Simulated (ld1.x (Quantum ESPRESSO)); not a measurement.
## Cutoff test, Pt, TM

| Item | Value |
| --- | --- |
| Element | platinum |
| Generator | ld1.x (Quantum ESPRESSO) 7.5 |
| Type | norm-conserving Troullier–Martins (Kleinman–Bylander form) |
| Functional | PBEsol |
| Relativity | scalar-relativistic |
| Frozen core | [Xe] 4f14 |
| Valence charge | 10 |
| Reference configuration | 5d9 6s0 6p1 |
| Partial waves | 6s (bound, empty): rc 1.75 bohr; 6p (bound): rc 2.40 bohr; 5d (bound): rc 1.80 bohr |
| Local potential | all-electron potential smoothed inside 1.35 bohr (lloc = -1) |
| Core correction | none |

The pseudo-atom Hamiltonian at the reference potential is diagonalised in spherical Bessel functions j_l(qr) that vanish at 20 bohr, with q² up to the cutoff. All-electron valence levels (Ry): 6s -0.5272, 6p -0.1341, 5d -0.5983.

Q: How do the lowest levels (Ry) of each channel move with the cutoff, and are there ghosts?

A:

| cutoff (Ry) | s #1 | s #2 | s #3 | p #1 | p #2 | p #3 | d #1 | d #2 | f #1 | Σ f·Δε (mRy) |
| --- | --- | --- | --- | --- | --- | --- | --- | --- | --- | --- |
| 8 | -1.0607 | -0.0954 | 0.0275 | -0.1353 | 0.0230 | 0.1427 | -0.0547 | 0.0479 | 0.0884 | 4893.7 |
| 12 | -3.9836 | -0.4340 | -0.0256 | -0.1655 | -0.0214 | 0.0306 | -0.2323 | 0.0386 | 0.0884 | 3325.2 |
| 18 | -7.5040 | -0.5106 | -0.0306 | -2.4639 | -0.1337 | 0.0231 | -0.4515 | 0.0355 | 0.0884 | 1321.2 |
| 25 | -9.0743 | -0.5236 | -0.0313 | -3.9271 | -0.1339 | 0.0231 | -0.5487 | 0.0348 | 0.0884 | 446.8 |
| 30 | -9.6743 | -0.5248 | -0.0314 | -4.4267 | -0.1340 | 0.0231 | -0.5809 | 0.0345 | 0.0884 | 157.0 |
| 40 | -10.1370 | -0.5256 | -0.0316 | -4.9245 | -0.1340 | 0.0231 | -0.5974 | 0.0344 | 0.0884 | 8.6 |
| 50 | -10.2618 | -0.5263 | -0.0317 | -5.1739 | -0.1340 | 0.0231 | -0.5982 | 0.0344 | 0.0884 | 0.6 |
| 60 | -10.3158 | -0.5264 | -0.0317 | -5.2572 | -0.1341 | 0.0231 | -0.5982 | 0.0344 | 0.0884 | 0.5 |
| 400 | -10.3603 | -0.5272 | -0.0318 | -5.3010 | -0.1341 | 0.0230 | -0.5983 | 0.0344 | 0.0884 | 0.0 |

Result: ghost states, extra bound levels that the all-electron valence spectrum of the same l lacks: s at -141.0 eV, p at -72.1 eV (a true bound ghost makes a file unfit for plane-wave use); 10 mRy is reached at 40 Ry and 1 mRy at 50 Ry.
